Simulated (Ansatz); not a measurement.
`CO[SiH2]O[SiH](O)F`, relaxed with RKS PBE0-D4/def2-TZVP in Ansatz 0.2.0 from a GFN2-xTB geometry. The force threshold is 0.005 eV/Å; the program also tests the step.

Charge 0, multiplicity 1.

Start:

```xyz
14

C    -2.816    0.536    0.615
O    -1.494    0.594    0.183
Si   -0.422   -0.613    0.167
O     0.870    0.139   -0.441
Si    2.375   -0.015   -0.978
O     3.466    0.328    0.157
F     2.658   -1.551   -1.310
H    -3.396   -0.157    0.001
H    -2.873    0.206    1.655
H    -3.244    1.536    0.532
H    -0.823   -1.704   -0.715
H    -0.113   -1.078    1.520
H     2.493    0.761   -2.187
H     3.320    1.017    0.800
```

By how much does the energy fall, and how many steps does the optimiser take? (An estimate is asked.)

Computed: 22.88 kJ/mol, in 63 steps, 6 of them rejected.

Which bonds change most? (An estimate is asked.)

Ansatz gave: O2–Si3 from 1.615 to 1.650 Å; Si5–H13 from 1.441 to 1.467 Å; O4–Si5 from 1.606 to 1.631 Å; Si3–H11 from 1.460 to 1.483 Å.

Give the relaxed structure. (Best estimate.)

Computed: 
```xyz
14

C    -2.006    0.732    0.974
O    -0.788    0.391    0.342
Si   -0.573   -1.020   -0.485
O     0.993   -1.037   -0.919
Si    2.334   -0.145   -0.665
O     1.938    1.341   -0.154
F     3.202   -0.899    0.431
H    -2.799    0.899    0.239
H    -2.325   -0.050    1.671
H    -1.853    1.654    1.536
H    -1.429   -1.046   -1.695
H    -0.887   -2.169    0.399
H     3.146   -0.071   -1.884
H     1.047    1.420    0.210
```
